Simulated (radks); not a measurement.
Valence configurations of O I (all share [He]). Calculated with a radial shooting solver on a logarithmic mesh with Libxc functionals: scalar-relativistic Kohn-Sham, LDA (Slater exchange, Perdew-Wang correlation), spin-unpolarised, spherical densities, finite nucleus; Fermi nuclear charge, rms radius 2.6991 fm. Energies are relative to 2s2 2p4; eigenvalues in eV.

valence,E (eV),e(2p),e(2s)
2s2 2p4,0.000,-9.198,-23.754
2s1.5 2p4.5,7.285,-9.400,-23.986
2s1 2p5,14.586,-9.597,-24.212
2s0.5 2p5.5,21.901,-9.787,-24.432
2p6,29.231,-9.973,-

NIST lists [He] 2s2 2p4 as the ground configuration; this level of theory agrees among the configurations tried. The energies are those of spherical spin-averaged densities, not of single terms.
